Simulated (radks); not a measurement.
The manganese ion Mn2+, configuration [Ar] 3d4 7s1 (not the ground configuration). Method: scalar-relativistic Kohn-Sham, LDA (Slater exchange, Perdew-Wang correlation), spin-polarised, spherical densities, finite nucleus; open shells are filled with parallel spins first; Fermi nuclear charge, rms radius 3.7057 fm; computed with a radial shooting solver on a logarithmic mesh with Libxc functionals.

Normalised radial functions P(r) = r R(r), r in bohr:

```
   r/bohr * 3s up, o 3s down, + 3d up (the largest magnitude, 1.2, reaches the edge; | marks zero, & curves that meet)
 0.009679                             +    &
  0.01322                             +     &
  0.01821                             +      &
  0.02488                             +       &
  0.03399                             +       &
   0.0468                             +      &
  0.06394                             +   &
  0.08735                           & |+
   0.1203                    &        | +
   0.1643               &             |   +
   0.2245               *o            |      +
   0.3092                        &    |           +
   0.4224                             |         &      +
   0.5817                             |                    +  &
   0.7947                             |                     +    &
    1.086                             |                  +&
    1.495                             |        &    +
    2.043                             |  &    +
    2.791                             &  +
    3.843                             &+
     5.25                             &
    7.172                             &
    9.877                             &
    13.49                             &
    18.58                             &
    25.39                             &
    34.68                             &
```

3s up: eigenvalue -120.44 eV, 2 radial nodes at r = 0.0796, 0.344 bohr, <r> = 0.845 bohr, 90 % of the charge inside 1.26 bohr. 3s down: eigenvalue -115.90 eV, 2 radial nodes at r = 0.0796, 0.343 bohr, <r> = 0.848 bohr, 90 % of the charge inside 1.27 bohr. 3d up: eigenvalue -40.431 eV, 0 radial nodes, <r> = 1.03 bohr, 90 % of the charge inside 1.73 bohr.
